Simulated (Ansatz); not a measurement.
Reaction (formal exchange of groups at the Se–C bond): `C[Se]C=S` + `S[SiH2]S` → `C[Se][SiH2]S` + `S=CS`

Program: Ansatz. Geometries: PBE0-D4/def2-TZVP. ΔE: electronic, gas phase. CBS: MP2 limit from def2 TZ/QZ plus the TZ coupled-cluster correction, frozen cores. DFT in def2-TZVPP. B3LYP here is the variant with VWN-RPA as its local correlation; programs differ in this. For Se outer-core shells are correlated without core-valence functions, which leaves a few kJ/mol of doubt a bond. Scalar relativity is left out up to krypton. Each species was taken in one conformer, which may not be the lowest.

(1) Is it downhill or uphill in electronic energy at CCSD(T)/CBS, and by how much? (Estimate.)

(2) What do these levels give: B2PLYP, PBE, B3LYP, HF/def2-QZVPP, MP2/def2-QZVPP, CCSD/CBS(def2)? (Estimate.)

Largest T1 diagnostic among the species: 0.018.

Results:

(1) Ansatz gave: Downhill: ΔE = -1.5 kcal/mol.

(2) The calculation gave: B2PLYP -1.0, PBE -1.3, B3LYP -1.0, HF/def2-QZVPP -1.4, MP2/def2-QZVPP -1.1, CCSD/CBS(def2) -1.4 kcal/mol.

In def2-TZVPP, CCSD(T) changes the Hartree–Fock value by +0.8 kcal/mol (the triples alone add −0.0 kcal/mol) and MP2 by +0.8 kcal/mol. The D4 term adds −0.7 kcal/mol with B3LYP and −0.4 kcal/mol with PBE0; it sums over pairs of atoms, weighted by their polarisabilities, and B3LYP, whose exchange is more repulsive, gets the larger term.
